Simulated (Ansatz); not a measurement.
Cost and result for the atomization energy of CH$_{4}$FNO$_{2}$Si (`N[Si]1(F)OCO1`) (10 atoms, 10 bonds).

```xyz
10

N    -0.133    0.811   -1.700
Si    0.235    0.541   -0.093
F     1.010    1.842    0.367
O    -0.950    0.050    0.954
C    -0.141   -1.088    1.254
O     0.956   -0.877    0.365
H    -0.631    0.157   -2.276
H     0.132    1.653   -2.181
H    -0.667   -2.016    1.014
H     0.189   -1.073    2.297
```

The species carries charge 0 and has multiplicity 1. The geometry is a stationary point of PBE0-D4/def2-TZVP. It is one conformer, not always the lowest. Program: Ansatz. All runs use 4 threads of an Arm Neoverse V1 on a shared host. Times are those of one run each, without the atoms' runs, and a repeat can differ threefold. Electronic energies, without spin–orbit coupling; frozen cores. CCSD(T)/CBS adds CCSD(T) − MP2 in def2-TZVPP to the MP2 limit, and its time is that of the two runs behind it. T1 = 0.012. B3LYP takes the VWN-RPA correlation (the form of Gaussian; ORCA's B3LYP/G).

CCSD(T)/CBS is a level of theory with its own doubt, some kJ/mol a heavy atom from the limit and from the frozen cores, so smaller differences don't rank the functionals.

| level | functions | wall time | atomization (kJ/mol) | difference from CCSD(T)/CBS | per bond |
| --- | --- | --- | --- | --- | --- |
| PBE-D4/def2-TZVPP (with forces) | 253 | 2.9 s | 4292.7 | 82.3 | 8.2 |
| PBE0-D4/def2-TZVPP | 253 | 3.3 s | 4175.6 | -34.8 | -3.5 |
| B3LYP-D4/def2-TZVPP (with forces) | 253 | 5 s | 4173.4 | -37.0 | -3.7 |
| r2SCAN-D4/def2-TZVPP (with forces) | 253 | 6 s | 4198.9 | -11.5 | -1.1 |
| B2PLYP/def2-TZVPP | 253 | 6.5 s | 4149.3 | -61.1 | -6.1 |
| ωB97X-V/def2-TZVPP | 253 | 8.5 s | 4214.5 | 4.1 | 0.4 |
| ωB97M-V/def2-TZVPP (with forces) | 253 | 13 s | 4216.8 | 6.4 | 0.6 |
| MP2/def2-QZVPP | 475 | 25 s | 4295.7 | 85.3 | 8.5 |
| CCSD(T)/def2-TZVPP | 253 | 4.3 min | 4071.3 | -139.1 | -13.9 |
| CCSD(T)/CBS(def2) | – | 4.7 min | 4210.4 | 0.0 | 0.0 |

From PBE to PBE0 (25 % exact exchange), in def2-TZVPP and without D4, the atomization energy moves by −113.7 kJ/mol: exact exchange takes away binding that semilocal exchange gives to molecules. The D4 term adds +33.2 kJ/mol with B3LYP and +17.2 kJ/mol with PBE0; it sums over pairs of atoms, weighted by their polarisabilities, and B3LYP, whose exchange is more repulsive, gets the larger term. In def2-TZVPP, CCSD(T) changes the Hartree–Fock value by +1173.6 kJ/mol (the triples alone add +75.7 kJ/mol) and MP2 by +1313.8 kJ/mol; breaking electron pairs costs correlation energy, which Hartree–Fock lacks.
